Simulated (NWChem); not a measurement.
System: silicon dioxide molecule (SiO2); SMILES O=[Si]=O

Task: Give the equilibrium geometry at PBE0-D3(BJ)/def2-TZVP (NWChem) as a Z-matrix, with the point group.

Result: point group D*h; any orientation.
```
Si
O 1 1.5060
O 1 1.5060 2 180.00
```
